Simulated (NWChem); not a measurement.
# AlHBr2; SMILES [AlH]([Br])[Br]

Results from NWChem. Geometry: optimised at B3LYP/6-31G* (spherical d). Ions are spin-unrestricted doublets at the neutral geometry; other ion states weren't tried.

Estimate the computed values for PBE0/def2-SVP. Quantities: −ε(HOMO) (eV).

The −ε(HOMO) (eV) is 8.57.
